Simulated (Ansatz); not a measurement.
## Ansatz (development build ahead of 0.2.0) run

```yaml
crystal:
  periodic: [false, false, false]
  atoms:
    - { symbol: Zn, position_ang: [0.0, 0.0, 0.0] }
    - { symbol: Zn, position_ang: [0.0, 0.0, 2.6] }
basis:
  gaussian: { orbitals: def2-SVP }
total_charge: 1
magnetization:
  initial_magnetization: 1
hamiltonian:
  xc: pbe0
scf:
  omitted_lower_state_checks: [starts, atomic_configurations, cluster_reference, orbital_swaps, given_window_search, neighbouring_geometries, increment]
output:
  forces: true
```

The input is written out in the form of the current development build from the run's settings.

The run gave:

| Item | Value |
| --- | --- |
| Converged | yes |
| Total energy | -3557.50271 hartree |
| Spin squared of the determinant | 0.750 |
| Stability test | minimum among restricted orbitals |

Forces (eV/Å):
| atom | Fx | Fy | Fz |
| --- | --- | --- | --- |
| Zn1 | 0.000 | 0.000 | 0.089 |
| Zn2 | 0.000 | 0.000 | -0.089 |
